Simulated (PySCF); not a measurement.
Isomers of C3H10O3Si, one GFN2-xTB conformer each. Single-point energies are computed at PBE0/pcSseg-1 (PySCF, gas phase, no added dispersion term), electronic only.

```csv
SMILES,GFN2-xTB relative energy (kJ/mol)
CO[SiH](OC)OC,0.0
CO[SiH2]OCCO,97.4
COCO[SiH2]OC,87.9
```

Conformers: `[CH3:1][O:2][SiH:3]([O:4][CH3:5])[O:6][CH3:7]` with C1–O2–Si3–O4 40°, O2–Si3–O4–C5 -176°, O2–Si3–O6–C7 -54°; `[CH3:1][O:2][SiH2:3][O:4][CH2:5][CH2:6][OH:7]` with C1–O2–Si3–O4 179°, O2–Si3–O4–C5 -179°, Si3–O4–C5–C6 -176°, O4–C5–C6–O7 62°, C5–C6–O7–H -50°; `[CH3:1][O:2][CH2:3][O:4][SiH2:5][O:6][CH3:7]` with C1–O2–C3–O4 68°, O2–C3–O4–Si5 50°, C3–O4–Si5–O6 -175°, O4–Si5–O6–C7 -57°.

Task: What does PBE0/pcSseg-1 give for the same structures?

Result: 
| SMILES | PBE0/pcSseg-1 E (Eh) | PBE0/pcSseg-1 (kJ/mol) | GFN2-xTB (kJ/mol) | point group |
| --- | --- | --- | --- | --- |
| CO[SiH](OC)OC | -635.03764 | 0.0 | 0.0 | C1 |
| CO[SiH2]OCCO | -634.98851 | 129.0 | 97.4 | C1 |
| COCO[SiH2]OC | -634.98679 | 133.5 | 87.9 | C1 |

Both levels put the same isomer lowest; measured from each level's own lowest isomer, the values differ by up to 45.6 kJ/mol (COCO[SiH2]OC: 87.9 against 133.5). Neighbours under 10 kJ/mol apart (CO[SiH2]OCCO and COCO[SiH2]OC) can change places with a better method, another conformer or zero-point energy.

Task: Which frontier levels, dipoles and rotational constants go with these structures?

Result: 
| SMILES | HOMO (eV, PBE0/pcSseg-1) | LUMO (eV) | dipole (D) | A, B, C (MHz) |
| --- | --- | --- | --- | --- |
| CO[SiH](OC)OC | -8.12 | 1.50 | 1.22 | 2196, 1989, 1183 |
| CO[SiH2]OCCO | -7.62 | 0.55 | 2.87 | 5739, 895.0, 815.5 |
| COCO[SiH2]OC | -8.03 | 1.24 | 1.36 | 5366, 1021, 993.7 |
